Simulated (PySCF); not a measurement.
C₅H₄F₂O, SMILES FC1(F)[C@H](C#C)CO1.

Coordinates come from a B3LYP-D3(BJ)/def2-SVP optimisation. The structure was generated by enumeration; whether it is a known compound was not checked.

Computed with TDA-PBE/def2-SVPD (PySCF).

Vertical excitations. Isolated molecule, no solvent.

Computed lowest excited states:
```tsv
state	energy (eV)	λ (nm)	f	main pairs
S1	6.28	198	0.000	HOMO→LUMO 54 %, HOMO−1→LUMO 32 %
S2	6.48	191	0.004	HOMO−1→LUMO 37 %, HOMO→LUMO+1 35 %, HOMO→LUMO 12 %, HOMO−1→LUMO+1 11 %
S3	6.52	190	0.006	HOMO−1→LUMO+1 57 %, HOMO→LUMO+1 28 %, HOMO→LUMO 13 %
S4	6.66	186	0.003	HOMO−2→LUMO 91 %
S5	6.86	181	0.000	HOMO−2→LUMO+1 99 %
S6	7.12	174	0.026	HOMO→LUMO+2 73 %, HOMO−1→LUMO+2 17 %
T1	5.20	239	0	HOMO−1→LUMO 35 %, HOMO→LUMO 29 %, HOMO→LUMO+1 15 %, HOMO−1→LUMO+1 12 %
T2	5.63	220	0	HOMO→LUMO 36 %, HOMO−1→LUMO 29 %, HOMO−1→LUMO+1 17 %, HOMO→LUMO+1 13 %
```
Triplets are in the Tamm–Dancoff approximation.
